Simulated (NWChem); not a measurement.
SiH4S3O; SMILES O[Si](S)(S)S

```xyz
9

O     -0.4365    -0.0480     1.8825
Si    -0.0649    -0.0029     0.2693
S     -0.8223    -1.8216    -0.5403
S     -0.9017     1.8203    -0.4786
S      2.0130     0.0659    -0.2212
H     -0.1841     0.7236     2.4017
H     -1.9324    -1.7987     0.2321
H     -0.3401     1.6995    -1.7016
H      2.2329    -1.2345     0.0800
```
Atoms are numbered in this order, from 1.

Computed with NWChem. Structure relaxed at the PBE0/def2-SVP level. Level PBE/def2-SVP: energy and gradient on several grids; changes count from the extra-fine grid, which is no exact limit either.

```tsv
grid	size of the energy change (μHa)	largest change of a gradient component (μHa/bohr)	time, medium = 1 (rough)
xcoarse	1000	4000	about 1
coarse	40	400	about 1
medium	< 10	80	about 1
fine	< 10	< 30	about 1
xfine	< 10	< 30	2
```
